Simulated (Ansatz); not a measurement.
Consider the hydrogen abstraction from the Si–H bond: `F[SiH2]O[SiH3]` + `[SiH3]`• → `F[SiH2]O[SiH2]`• + SiH₄.

Calculated with Ansatz (gas phase, PBE0-D4/def2-TZVP geometries, no zero-point term in ΔE). CCSD(T)/CBS adds triple-zeta CCSD(T) − MP2 to the extrapolated MP2 energy (def2 sets, frozen cores). This one scheme is used for every species. Functionals use def2-TZVPP. B3LYP here is the variant with VWN-RPA as its local correlation; programs differ in this. HSE06 is defined as in plane-wave codes. No spin–orbit coupling; open shells (•) take unrestricted orbitals. Each species was taken in one conformer, which may not be the lowest.

| level | ΔE (kcal/mol) | difference from CCSD(T)/CBS |
| --- | --- | --- |
| BLYP-D4 | -0.1 | -2.0 |
| B97M-V | 1.3 | -0.6 |
| B3LYP-D4 | 0.6 | -1.3 |
| r2SCAN0-D4 | 1.5 | -0.4 |
| HSE06-D4 | 1.0 | -0.9 |
| PBE | 0.3 | -1.6 |
| BHLYP | 1.5 | -0.4 |
| CAM-B3LYP | 1.0 | -0.9 |
| CCSD(T)/def2-SVP | 2.1 | 0.2 |
| HF/def2-TZVPP | 2.2 | 0.3 |
| CCSD(T)/CBS | 1.9 | 0 |

Largest T1 diagnostic among the species: 0.015.

From PBE to PBE0 (25 % exact exchange), in def2-TZVPP and without D4, ΔE moves by +0.8 kcal/mol. Leaving LDA and LC-ωPBE aside and taking each functional with its dispersion term where it has one, the values, not all of them listed here, spread over 1.8 kcal/mol, from BLYP-D4 to PBE-QIDH.
